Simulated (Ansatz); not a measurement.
Consider the ligand exchange at a B–C bond: `BC[SiH2]Cl` + `NC(F)S` → `BNC(F)S` + `C[SiH2]Cl`.

Computed with Ansatz on PBE0-D4/def2-TZVP structures; ΔE is electronic, products minus reactants. CCSD(T)/CBS is the MP2 limit (def2-TZVPP, def2-QZVPP) plus CCSD(T) − MP2 in def2-TZVPP, frozen cores. DFT in def2-TZVPP. One conformer a species, not always the lowest.

```tsv
level	ΔE (kcal/mol)
r2SCAN-D4	-29.0
B2PLYP	-29.9
HF/def2-TZVPP	-28.2
SCS-MP2/def2-TZVPP	-29.8
SCS-MP2/def2-QZVPP	-29.6
HF/CBS(def2)	-28.2
MP2/CBS(def2)	-29.5
CCSD/CBS(def2)	-29.2
```

Task: What does CCSD(T)/CBS give? (Estimate.)

Result: The calculation gave: -29.4 kcal/mol. The listed levels differ from it by 0.4, -0.5, 1.2, -0.4, -0.2, 1.2, -0.1, 0.2 kcal/mol.

Largest T1 diagnostic among the species: 0.013.

In def2-TZVPP, CCSD(T) changes the Hartree–Fock value by −1.5 kcal/mol (the triples alone add −0.3 kcal/mol) and MP2 by −1.6 kcal/mol.
